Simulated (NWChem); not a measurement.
System: C$_{2}$H$_{6}$ClFSi; SMILES CC[SiH](F)Cl

The following NWChem deck was run.

```
start job
memory heap 200 mb stack 900 mb global 1100 mb
geometry units angstroms noautosym nocenter noautoz
  Si     0.571151     0.151188    -0.486059
  F      1.723333     0.067307     0.675695
  Cl    -0.804870     1.588071     0.112355
  C     -0.278711    -1.507787    -0.634198
  C     -0.966081    -1.981054     0.654316
  H      1.231201     0.620911    -1.743869
  H     -1.006159    -1.426908    -1.472157
  H      0.492862    -2.236131    -0.970545
  H     -1.734304    -1.253880     0.986035
  H     -1.464929    -2.960648     0.512216
  H     -0.235593    -2.091090     1.480886
end
basis spherical
  Si library 6-31g*
  F library 6-31g*
  Cl library 6-31g*
  C library 6-31g*
  H library 6-31g*
end
dft
  xc b3lyp
  iterations 150
end
cosmo
  do_cosmo_smd true
  solvent octanol
end
task dft energy
```

Coordinates come from a PBE-D3(BJ)/def2-SVP optimisation. B3LYP is NWChem's, with the RPA form of VWN correlation. Solvent: 1-octanol.

Level: B3LYP/6-31G* with SMD (1 M gas to 1 M solution), gas-phase geometry. Reactions with the solvent are ignored.

**Question.** Predict the main results of this run. (B3LYP/6-31G* (spherical d), SMD on the gas-phase geometry.) Quantities: solvation free energy (kcal/mol); cavity-dispersion-structure term (kcal/mol); dipole in solution (D).

**Answer.** 
| Item | Value |
|---|---|
| solvation free energy (kcal/mol) | -3.8 |
| cavity-dispersion-structure term (kcal/mol) | -0.9 |
| dipole in solution (D) | 3.04 |
